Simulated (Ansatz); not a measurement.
`B[C@H]1C[Si@H]1Cl` + `[OH][GaH2]` → `B[O][GaH2]` + `Cl[SiH]1CC1`  (ligand exchange at a B–C bond)

Computed with Ansatz on PBE0-D4/def2-TZVP structures; ΔE is electronic, products minus reactants. CBS: MP2 limit from def2 TZ/QZ plus the TZ coupled-cluster correction, frozen cores. DFT in def2-TZVPP. B3LYP here is the variant with VWN-RPA as its local correlation; programs differ in this. HSE06 is defined as in plane-wave codes. For Ga outer-core shells are correlated without core-valence functions, which leaves a few kJ/mol of doubt a bond. Scalar relativity is left out up to krypton.

`B[C@H]1C[Si@H]1Cl`:

```xyz
11

B    -1.097    0.887    0.794
C    -0.699   -0.384    0.100
C     0.052   -0.450   -1.254
Si    1.194   -0.345    0.155
Cl    2.304    1.323    0.512
H    -0.819    1.954    0.323
H    -1.645    0.835    1.856
H    -1.046   -1.341    0.487
H    -0.063    0.433   -1.876
H    -0.044   -1.380   -1.804
H     1.864   -1.533    0.707
```

`[OH][GaH2]`:

```xyz
5

O    -1.229   -0.132    0.314
Ga    0.423    0.029   -0.350
H    -1.274   -0.074    1.271
H     1.592    0.244    0.667
H     0.488   -0.067   -1.902
```

`B[O][GaH2]`:

Cartesian coordinates in Å:
```
B 0.740 1.267 0.259
O 0.473 -0.019 0.040
Ga -0.722 -1.313 -0.264
H -0.149 2.085 0.301
H 1.886 1.603 0.415
H -1.242 -2.021 1.019
H -0.986 -1.602 -1.770
```

`Cl[SiH]1CC1`:

```xyz
9

Cl   -2.433    0.925   -0.789
Si   -0.512    0.234   -0.884
C     0.105   -0.894    0.417
C     0.637    0.574    0.497
H    -0.057    0.146   -2.283
H    -0.561   -1.194    1.219
H     0.836   -1.658    0.172
H     0.290    1.152    1.348
H     1.696    0.714    0.302
```

Question: Is it downhill or uphill in electronic energy at CCSD(T)/CBS, and by how much? (An estimate is asked.)

Answer: Computed: Downhill: ΔE = -79.7 kJ/mol.

Question: What do these levels give: revPBE-D4, BLYP-D4, B3LYP-D4, r2SCANh-D4, HSE06, LC-ωPBE, HF/def2-SVP, MP2/def2-TZVPP, CCSD/def2-TZVPP, SCS-MP2/def2-QZVPP, HF/CBS(def2), CCSD/CBS(def2)? (Estimate.)

Answer: Ansatz gave: revPBE-D4 -71.3, BLYP-D4 -85.7, B3LYP-D4 -89.2, r2SCANh-D4 -80.9, HSE06 -80.6, LC-ωPBE -87.9, HF/def2-SVP -127.4, MP2/def2-TZVPP -79.4, CCSD/def2-TZVPP -89.5, SCS-MP2/def2-QZVPP -85.1, HF/CBS(def2) -115.7, CCSD/CBS(def2) -84.7 kJ/mol.

Largest T1 diagnostic among the species: 0.016.

Leaving LDA and LC-ωPBE aside and taking each functional with its dispersion term where it has one, the values, not all of them listed here, spread over 25.0 kJ/mol, from BHLYP-D4 to revPBE-D4. LDA lies +4.9 kJ/mol from PBE without D4. From BLYP to BHLYP (50 % exact exchange), in def2-TZVPP and without D4, ΔE moves by −7.7 kJ/mol.
